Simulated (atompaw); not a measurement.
**How hard is this In (Z = 49) PAW (atompaw) potential?**

| Property | Result |
| --- | --- |
| Element | In (Z = 49) |
| Generator | atompaw 4.2.0.5 |
| Type | PAW |
| Functional | PBE |
| Relativity | scalar-relativistic |
| Frozen core | [Kr] |
| Valence charge | 13 |
| Reference configuration | 4d10 5s2 5p1 |
| Partial waves | 5s (bound): rc 1.95 bohr; 5s channel at 0.35 Ry: rc 1.95 bohr; 5p (bound): rc 3.00 bohr; 5p channel at 1.85 Ry: rc 3.00 bohr; 4d (bound): rc 1.90 bohr; 4d channel at -0.55 Ry: rc 1.90 bohr |
| Local potential | ultrasoft scheme with l = 3 at 0.5 Ry, radius 2.30 bohr |
| Core correction | smooth core density matched at 1.75 bohr |
| Augmentation charge | sinc compensation charge, radius 2.75 bohr; PAW radius 3.00 bohr; waves and projectors: custom rrkj gramschmidtortho |

The pseudo-atom Hamiltonian at the reference potential is diagonalised in spherical Bessel functions j_l(qr) that vanish at 20 bohr, with q² up to the cutoff. All-electron valence levels (Ry): 5s -0.6035, 5p -0.1851, 4d -1.3688.

How do the lowest levels (Ry) of each channel move with the cutoff, and are there ghosts?

| cutoff (Ry) | s #1 | s #2 | p #1 | d #1 | f #1 | Σ f·Δε (mRy) |
| --- | --- | --- | --- | --- | --- | --- |
| 8 | -0.5998 | -0.0265 | -0.1851 | -0.6687 | 0.0989 | 7008.7 |
| 12 | -0.6032 | -0.0269 | -0.1851 | -1.1247 | 0.0989 | 2441.5 |
| 18 | -0.6033 | -0.0269 | -0.1851 | -1.3282 | 0.0989 | 406.2 |
| 25 | -0.6035 | -0.0269 | -0.1851 | -1.3630 | 0.0989 | 58.2 |
| 30 | -0.6035 | -0.0269 | -0.1851 | -1.3678 | 0.0989 | 10.3 |
| 40 | -0.6035 | -0.0269 | -0.1851 | -1.3683 | 0.0989 | 4.6 |
| 50 | -0.6035 | -0.0269 | -0.1851 | -1.3687 | 0.0989 | 0.8 |
| 60 | -0.6035 | -0.0269 | -0.1851 | -1.3687 | 0.0989 | 0.7 |
| 400 | -0.6035 | -0.0269 | -0.1851 | -1.3688 | 0.0989 | 0.0 |

Result: no extra level below or beside the all-electron valence levels (s, p, d, f tested); 10 mRy is reached at 35 Ry and 1 mRy at 50 Ry.
